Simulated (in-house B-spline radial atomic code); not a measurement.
How numerical settings move a run on Te+, [Kr] 4d10 5s2 5p3. Computed with a B-spline radial code for spherical atoms: scalar-relativistic (X2C) B97-1, spin-polarised, spherical fractional occupations, Fermi nucleus of rms radius 4.7423 fm.

Command:
```bash
python run_scf.py task.json out
```
Settings of the sound reference run:
```
Z                52
electrons        51
configuration    [Kr] 4d10 5s2 5p3
hamiltonian      x2c
method           b97_1
spin_polarised   True
nucleus          fermi
rms_radius       4.7423
mass_number      130
atomic_mass      129.9062
speed_of_light   137.036
knot_spacing     0.22
spline_order     8
gauss_points     12
box_radius       35.29
max_iterations   70
damping          0.5
damped_steps     3
diis_vectors     10
tolerance        1e-08
start            Thomas-Fermi
```

Run time, properties included: 0.35 s on 1 thread of Arm Neoverse V2, with other jobs on the host.

It converges in 11 iterations to -6793.261897 hartree, with 5p up at -15.4263 eV. The other runs change the listed settings, some to values that make no sense; their results aren't properties of the atom or ion. Radii are in bohr (the nuclear one in fm), a minus after a letter asks for a j subshell, and «unchanged» means within 1e-8 hartree. The run stops when the residual is below 10 × tolerance × max(1, Z/10), or a noise floor if that is larger, and the energy moves by less than 1e-8 × √|E| hartree; so very loose and very tight tolerances often act alike.

```tsv
changed settings	outcome
box_radius = 5.29	converged in 10 iterations, energy +3.28e-02 hartree from the reference, 5p up level +7.2e-01 eV (the program warns: 5p up reaches the box edge; 4d up reaches the box edge)
diis_vectors = 20	converged in 11 iterations, energy unchanged
box_radius = 10.59	converged in 11 iterations, energy +8.63e-07 hartree from the reference, 5p up level +1.9e-04 eV (the program warns: 5p up reaches the box edge)
start = bare nucleus	converged in 12 iterations, energy unchanged, 5p up level -1.3e-06 eV
box_radius = 7.06	converged in 11 iterations, energy +1.51e-03 hartree from the reference, 5p up level +5.6e-02 eV (the program warns: 5p up reaches the box edge; 5s up reaches the box edge)
box_radius = 70.58	converged in 11 iterations, energy +1.46e-07 hartree from the reference, 5p up level +4.7e-07 eV
electrons = 59, configuration = [Kr] 4d10 5s2 5p3 7s2 7p6, max_iterations = 75	converged in 51 iterations to -6792.4486 hartree, a different physical problem (warning: 7s up has a positive eigenvalue: unbound, held by the box)
box_radius = 3.53	converged in 9 iterations, energy +6.82e-01 hartree from the reference, 5p up level +8.2e+00 eV (the program warns: 5p up reaches the box edge; 4s up reaches the box edge)
box_radius = 17.64	converged in 11 iterations, energy -5.18e-07 hartree from the reference, 5p up level +4.4e-06 eV
diis_vectors = 2	converged in 13 iterations, energy unchanged, 5p up level +4.3e-06 eV
gauss_points = 4, max_iterations = 60, damping = 0, damped_steps = 30, tolerance = 1e-10	converged in 36 iterations, energy -1.25e-06 hartree from the reference, 5p up level +1.6e-06 eV
spline_order = 6, max_iterations = 75, damping = 0.8, tolerance = 1e-10, start = bare nucleus	converged in 15 iterations, energy -4.27e-05 hartree from the reference, 5p up level +3.0e-05 eV
electrons = 52, configuration = [Kr] 4d10 5s2 5p3 3f1, max_iterations = 50	stopped with error: there is no 3f shell
box_radius = 141.16	converged in 11 iterations, energy +8.42e-08 hartree from the reference, 5p up level +6.3e-07 eV
diis_vectors = 4	converged in 12 iterations, energy unchanged, 5p up level -1.4e-06 eV
```

Task: What happens with knot_spacing = 0.75, gauss_points = 16, first_knot = 0.00192, max_iterations = 100, diis_vectors = 0?

Result: Converged in 22 iterations, energy +5.30e+00 hartree from the reference, 5p up level -7.7e-03 eV (the program warns: 4p up reaches the box edge; 4p down reaches the box edge).

Task: What happens with first_knot = 1.92e-05, max_iterations = 60, damping = 0.95, tolerance = 1e-05?

Result: Converged in 10 iterations, energy -1.59e-05 hartree from the reference, 5p up level -1.2e-05 eV.

Task: What happens with diis_vectors = 1?

Result: Not converged after 70 iterations, last residual 1.6e-06, last energy +2.99e-10 hartree from the reference.

Task: What happens with diis_vectors = 0?

Result: Converged in 22 iterations, energy unchanged, 5p up level +1.0e-06 eV.
